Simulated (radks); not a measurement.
Cu, configuration [Ar] 3d10 4s1.

Method: scalar-relativistic Kohn-Sham, BLYP, spin-unpolarised, spherical densities, finite nucleus; Fermi nuclear charge, rms radius 3.8823 fm; computed with a radial shooting solver on a logarithmic mesh with Libxc functionals.

Energy parts (hartree):
total: -1655.20177
kinetic: 1679.89741
electron-nucleus: -3985.00282
Hartree: 717.79329
exchange-correlation: -67.88965

Orbitals (lengths in bohr, moments of r in powers of bohr; <r^-3> diverges for s and p1/2; r(90%) holds 90 % of the orbital's charge):
| orbital | occ. | eigenvalue (hartree) | r(90%) | <r^-3> | <r^2> |
|---|---|---|---|---|---|
| 1s | 2 | -325.3688 | 0.0931 | - | 0.003656 |
| 2s | 2 | -39.05322 | 0.364 | - | 0.06529 |
| 2p | 6 | -33.71528 | 0.338 | 706.6 | 0.05227 |
| 3s | 2 | -4.20765 | 1.07 | - | 0.5864 |
| 3p | 6 | -2.64675 | 1.16 | 89.88 | 0.6651 |
| 3d | 10 | -0.18406 | 1.92 | 7.515 | 1.585 |
| 4s | 1 | -0.17092 | 4.59 | - | 10.16 |

The highest occupied level is 4s at -4.651 eV. Summed over all electrons, <r^2> = 31.63 bohr^2, which gives a Langevin (diamagnetic) susceptibility term of -25 x 10^-6 cm^3/mol.
